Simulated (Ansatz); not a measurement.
Geometry optimisation, RKS PBE/def2-SVP (Ansatz 0.2.0).

Input:

```yaml
crystal:
  periodic: [false, false, false]
  atoms:
    - { symbol: Si, position_ang: [0.0, 0.0, 0.0] }
    - { symbol: F, position_ang: [0.0, 0.0, 1.59] }
    - { symbol: H, position_ang: [1.3768, 0.0, -0.4862] }
    - { symbol: Cl, position_ang: [-1.0032, 1.7381, -0.7093] }
    - { symbol: F, position_ang: [-0.7489, -1.2974, -0.5295] }
basis:
  gaussian: { orbitals: def2-SVP }
hamiltonian:
  xc: pbe
relax:
  f_tol: 0.02
  max_steps: 40
output:
  orbitals: {}
```

Run as:

```bash
$ ansatz run input.yaml --threads 1 --pin off --max-ram 2048MiB --backend cpu --events-out ev --progress --plain --runs-dir out
```

Q: Where does it end, and by what steps?

A: The forces met the threshold. After 4 steps the energy has fallen by 0.097 eV; Cl4 moved furthest, 0.06 Å.

```
step  energy less start (eV)  largest force component (eV/Å)  accepted
   0                  0.0000                           1.917       yes
   1                 -0.0789                           0.898       yes
   2                 -0.0954                           0.150       yes
   3                 -0.0964                           0.039       yes
   4                 -0.0967                           0.008       yes
```

```xyz
5
Properties=species:S:1:pos:R:3
Si 0.006 0.030 -0.020
F -0.021 0.014 1.599
H 1.409 0.000 -0.497
Cl -0.995 1.688 -0.682
F -0.775 -1.292 -0.535
```

Whether the end is a true minimum wasn't checked by a vibrational analysis.

Run time: 4 s on 1 thread of AMD EPYC 9R45 96-Core Processor (Zen 5), with other jobs on the host, peak memory 0.15 GiB.
